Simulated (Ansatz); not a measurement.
`[CH3][Ta]([NH2])(=[O])[Cl]` and `[CH3][Ta]([NH2])(=[O])[F]` differ in one atom or group.

Ansatz, PBE0-D4/def2-TZVP geometries, multiplicity 1. Each molecule was computed in one conformer, which needn't be the lowest.

Elements past krypton have def2 core potentials.

| property | `[CH3][Ta]([NH2])(=[O])[Cl]` |
| --- | --- |
| ideal-gas entropy at 298 K and 1 bar (rigid rotor, harmonic PBE0-D4/def2-TZVP) / J/(mol·K) | 382 |
| HOMO–LUMO gap (B3LYP/def2-TZVPP) / eV | 6.37 |
| size of the dipole moment (PBE/def2-TZVPP) / D | 3.54 |
| HOMO energy (ωB97M-V/def2-TZVPP) / eV | -10.71 |
| HOMO energy (B3LYP/def2-TZVPP) / eV | -8.11 |
| HOMO–LUMO gap (PBE/def2-TZVPP) / eV | 4.61 |

Question: What does the change do to each property? (Best estimate.)

Answer: Computed: 
| property | `[CH3][Ta]([NH2])(=[O])[F]` | shift |
| --- | --- | --- |
| ideal-gas entropy at 298 K and 1 bar (rigid rotor, harmonic PBE0-D4/def2-TZVP) / J/(mol·K) | 370 | -12 |
| HOMO–LUMO gap (B3LYP/def2-TZVPP) / eV | 6.77 | 0.40 |
| size of the dipole moment (PBE/def2-TZVPP) / D | 3.56 | 0.02 |
| HOMO energy (ωB97M-V/def2-TZVPP) / eV | -10.68 | 0.03 |
| HOMO energy (B3LYP/def2-TZVPP) / eV | -8.08 | 0.03 |
| HOMO–LUMO gap (PBE/def2-TZVPP) / eV | 4.97 | 0.36 |

Dipoles are sizes alone; their direction can turn.

B3LYP here is the variant with VWN-RPA as its local correlation; programs differ in this.
